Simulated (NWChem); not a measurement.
A series in which one site is exchanged, each optimised at PBE0/def2-SVP with NWChem, gas phase unless a solvent is named. For some, no frequency run checked for a minimum. def2 effective core potentials on Sb, Bi; no spin-orbit coupling.

A: [Cl][AlH][Cl] (AlHCl₂; site = Al)
B: [Cl][GaH][Cl] (GaHCl₂; site = Ga)
C: [Cl][SbH][Cl] (SbHCl$_{2}$; site = Sb)
D: [BiH]([Cl])[Cl] (BiHCl$_{2}$; site = Bi)

Values for A:

```
Property                                                  Value
--------------------------------------------------------  -----
dipole (D), PBE0/def2-SVP                                  1.09
orbital gap (eV), PBE0/def2-SVP                            7.87
static polarisability, CAM-B3LYP/def2-SVPD (bohr³)         52.2
lowest singlet excitation, CAM-B3LYP/def2-SVPD, TDA (eV)   6.60
```

Question: How do these values change for the other members?

Answer: 
```tsv
change from A	B	C	D
dipole (D), PBE0/def2-SVP	+0.61	+1.84	+2.93
orbital gap (eV), PBE0/def2-SVP	-0.47	-1.81	-2.03
static polarisability, CAM-B3LYP/def2-SVPD (bohr³)	+3.0	+18.6	+23.6
lowest singlet excitation, CAM-B3LYP/def2-SVPD, TDA (eV)	-0.46	-1.75	-2.02
```
